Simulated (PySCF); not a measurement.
RuO₃ + H₂O → RuH₂ + 2 O₂

Level: PBE0 in the def2-TZVP basis family, computed in PySCF with density fitting; scalar-relativistic core potentials for atoms from Rb on, none lighter, no spin–orbit coupling; open shells unrestricted.

```tsv
species	state and structure	ZPE (kJ/mol)	H(298 K) − H(0) (kJ/mol)	S° (J/(mol K))
RuO₃	singlet, D3h, Ru–O 1.660 Å (×3)	22.7	14.2	286.3
H₂O	singlet, C2v, O–H 0.960 Å (×2); H–O–H 105.1°	56.5	9.9	188.7
RuH₂	triplet, C2v, Ru–H 1.559 Å (×2); H–Ru–H 75.0°	29.3	10.2	233.7
O₂	triplet, D∞h, O–O 1.193 Å	10.3	8.7	204.9
```

(1) Is the gas-phase reaction uphill or downhill in electronic energy at this level, and by how much?

(2) Add zero-point, thermal and entropy terms for 298.15 K and 1 bar.

Answers

(1) At PBE0/def2-TZVP, ΔE = 731.2 kJ/mol, uphill. 

(2) ΔZPE = -29.3 and Δ[H(298) − H(0)] = 3.5 kJ/mol give ΔH° = 705.4 kJ/mol. ΔS° = 168.5 J/(mol K), so ΔG° = 705.4 − 298.15 × (0.1685) = 655 kJ/mol.

Open d or f shells are single determinants, so the state found may not be the ground state. Each species is the lowest minimum found with this bonding; other isomers or fragments can lie lower.
